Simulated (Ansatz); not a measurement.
The same path of FH3OSi + H3P (10 atoms, charge 0, multiplicity 1) was run twice with different band settings. Lost on the way: Si1–O2, P7–H10. Made: Si1–P7, O2–H10.

Method: RKS PBE0-D4/def2-SVP in Ansatz 0.2.0.

Relaxed end points:

```xyz
10
Properties=species:S:1:pos:R:3
Si -0.294 0.275 0.017
O -0.187 0.278 1.664
H -1.000 0.355 2.172
H 1.091 0.321 -0.500
H -1.150 1.387 -0.478
F -1.001 -1.092 -0.504
P 1.791 -3.037 1.214
H 0.701 -2.946 0.297
H 2.658 -2.262 0.384
H 1.353 -1.897 1.955
```

```xyz
10
Properties=species:S:1:pos:R:3
Si 0.243 -0.431 -0.334
O 0.171 0.290 2.297
H -0.585 -0.124 2.731
H 1.083 0.787 -0.226
H -1.181 -0.245 0.052
F 0.219 -0.805 -1.928
P 1.185 -2.178 0.765
H 0.043 -3.020 0.600
H 1.854 -2.696 -0.384
H 0.930 -0.196 2.648
```

Common settings: spring 5.0 eV/Å²; optimiser quadratic models (default); start path through a guess of the saddle point; force threshold 0.03 eV/Å; iteration limit 60; end points relaxed.

| run | movable images | climbing image |
| --- | --- | --- |
| 1 | 5 | yes |
| 2 | 4 | no |

What does each run give, and how far can it be trusted?

Run 1: converged after 26 iterations, highest image 2.151 eV above the first end. Neighbouring images differ by up to 1.4 eV, so the band resolves the path poorly. A vibrational analysis at the climbing image gives one clearly imaginary mode, 759i cm⁻¹: a first-order saddle point.
Run 2: converged after 21 iterations, highest image 1.429 eV above the first end. Neighbouring images differ by up to 1.2 eV, so the band resolves the path poorly. No image climbed, so the highest image needn't sit at the top of the path. A band with more images between the same ends climbed to 2.15 eV, so this one has probably stepped over the top.
The orbitals stay closed-shell, which can raise the energy where a bond breaks towards radicals; this wasn't checked here.
